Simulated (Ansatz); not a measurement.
Harmonic frequencies (cm⁻¹) at PBE0-D4/def2-TZVP from Ansatz: 26, 74, 99, 102, 236, 241, 349, 522, 587, 716, 747, 1195, 1446, 1447, 2446, 3072, 3168, 3182.

Each molecule was computed in one conformer, which needn't be the lowest.

(1) Which molecule is it?
A. `C[Se][InH][Cl]`
B. `[NH2][In]([OH])[SH]`
C. `C=[CH][InH][F]`
D. `[CH3][In]([Cl])[SeH]`

Answers

(1) D.
